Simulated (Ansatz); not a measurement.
Consider the formal hydrolysis of the Si–O bond: `N[SiH](F)[O][SnH3]` + H₂O → `N[SiH](O)F` + `[OH][SnH3]`.

Program: Ansatz. Geometries: PBE0-D4/def2-TZVP. ΔE: electronic, gas phase. CBS: MP2 limit from def2 TZ/QZ plus the TZ coupled-cluster correction, frozen cores. This one scheme is used for every species. DFT in def2-TZVPP. B3LYP here is the variant with VWN-RPA as its local correlation; programs differ in this. def2 core potentials past Kr. For Sn outer-core shells are correlated without core-valence functions, which leaves a few kJ/mol of doubt a bond. Each species was taken in one conformer, which may not be the lowest.

`N[SiH](F)[O][SnH3]`:

```xyz
11

N    -0.039   -1.421    0.951
Si    0.799    0.063    1.101
F    -0.024    0.852    2.222
O     0.802    0.837   -0.310
Sn   -0.643    0.890   -1.660
H     0.308   -2.147    0.345
H    -0.507   -1.811    1.753
H     2.194   -0.006    1.581
H    -0.571   -0.592   -2.498
H    -2.118    1.126   -0.846
H    -0.202    2.210   -2.638
```

H₂O:

```xyz
3

O    -0.200   -0.333    0.016
H     0.150    0.100   -0.765
H     0.050    0.233    0.749
```

`N[SiH](O)F`:

Z-matrix (Å, degrees):
```
Si
O 1 1.629
F 1 1.596 2 112.6
N 1 1.699 2 110.7 3 116.3
H 1 1.474 2 104.5 3 -115.6
H 2 0.959 1 117.0 3 -71.5
H 4 1.007 1 120.5 2 -153.1
H 4 1.006 1 121.6 2 56.5
```

`[OH][SnH3]`:

```xyz
6

O     0.967    0.719    0.896
Sn   -0.322   -0.347   -0.145
H     1.287    1.491    0.425
H     0.444   -0.878   -1.577
H    -1.672    0.637   -0.507
H    -0.704   -1.624    0.908
```

```
             level  ΔE (kcal/mol)  difference from CCSD(T)/CBS
         r2SCAN-D4            5.4                         -1.6
          B3LYP-D4            5.9                         -1.1
           ωB97M-V            5.8                         -1.2
            B2PLYP            4.9                         -2.1
            r2SCAN            5.0                         -2.0
              PBE0            4.5                         -2.5
             B3LYP            3.8                         -3.2
     HF/def2-TZVPP            5.2                         -1.8
SCS-MP2/def2-TZVPP            6.2                         -0.8
   CCSD/def2-TZVPP            6.4                         -0.6
CCSD(T)/def2-TZVPP            6.6                         -0.4
     HF/def2-QZVPP            5.4                         -1.6
    MP2/def2-QZVPP            6.9                         -0.1
      HF/CBS(def2)            5.5                         -1.5
     MP2/CBS(def2)            7.0                          0.0
    CCSD/CBS(def2)            6.8                         -0.2
       CCSD(T)/CBS            7.0                            0
```

Largest T1 diagnostic among the species: 0.014.

From PBE to PBE0 (25 % exact exchange), in def2-TZVPP and without D4, ΔE moves by +0.8 kcal/mol. The D4 term adds +2.2 kcal/mol with B3LYP and +1.3 kcal/mol with PBE0; it sums over pairs of atoms, weighted by their polarisabilities, and B3LYP, whose exchange is more repulsive, gets the larger term. In def2-TZVPP, CCSD(T) changes the Hartree–Fock value by +1.4 kcal/mol (the triples alone add +0.2 kcal/mol) and MP2 by +1.3 kcal/mol.
